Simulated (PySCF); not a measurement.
CH₃Br₂InO, SMILES C[O][In]([Br])[Br].

Geometry: PBE0-D3(BJ)/def2-SVP. The def2 effective core potentials stand for the cores of In; spin–orbit coupling is left out. One conformer was computed; it need not be the lowest.

Two levels are set side by side: PBE/def2-TZVP (PySCF) and CAM-B3LYP/def2-TZVP (PySCF). Same geometry, gas phase. Differences are taken from unrounded values.

```
quantity                       PBE
---------------------------  -----
orbital gap (eV)              3.02
highest occupied level (eV)  -6.61
lowest empty level (eV)      -3.58
dipole moment (D)             1.17
mean polarisability (bohr³)   99.1
```

Problem. These are the PBE values. What does CAM-B3LYP give? (Estimate from the structure and the level; the computed values follow.)

Solution. 
| quantity | CAM-B3LYP | PBE minus CAM-B3LYP |
|---|---|---|
| orbital gap (eV) | 7.69 | -4.67 |
| highest occupied level (eV) | -9.53 | 2.92 |
| lowest empty level (eV) | -1.83 | -1.75 |
| dipole moment (D) | 1.10 | 0.07 |
| mean polarisability (bohr³) | 92.0 | 7.1 |

PBE's occupied levels lie high since its potential decays too fast outside the molecule; exact exchange lowers them and widens the gap. PBE's more diffuse valence density responds more strongly to a field. Differences between two approximate levels are no errors against the true value.

Rough cost on one machine, each run with all the roots and properties that it gave: CAM-B3LYP against PBE within a factor of 2.
